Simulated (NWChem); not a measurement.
# CH3ClGa cation; SMILES [Cl][Ga+][CH3]

```xyz
6

Ga     0.0000     0.0000     0.3668
C      0.0000     0.0000     2.2921
H      0.4089    -0.9752     2.6250
H     -1.0491     0.1335     2.6250
H      0.6401     0.8418     2.6250
Cl     0.0000     0.0000    -1.7045
```
Atoms are numbered in this order, from 1.

Level: PBE-D3(BJ)/def2-SVP (NWChem), optimised geometry, unscaled harmonic frequencies. 

| frequency (cm⁻¹) | IR intensity (km/mol) |
|---|---|
| 120 | 0.7 |
| 120 | 0.7 |
| 439 | 26.0 |
| 615 | 12.2 |
| 769 | 25.0 |
| 769 | 25.0 |
| 1169 | 2.6 |
| 1343 | 10.9 |
| 1343 | 10.9 |
| 2979 | 37.6 |
| 3114 | 31.8 |
| 3114 | 31.8 |

The zero-point energy comes out as 22.7 kcal/mol and the thermal correction to the enthalpy at 298.15 K (with zero-point energy) is 26.4 kcal/mol. The heat capacity Cv is 14.1 cal/(mol K). The entropy at 298.15 K and 1 atm (symmetry number 3) is 69.3 cal/(mol K).

Rigid rotor and harmonic oscillator.
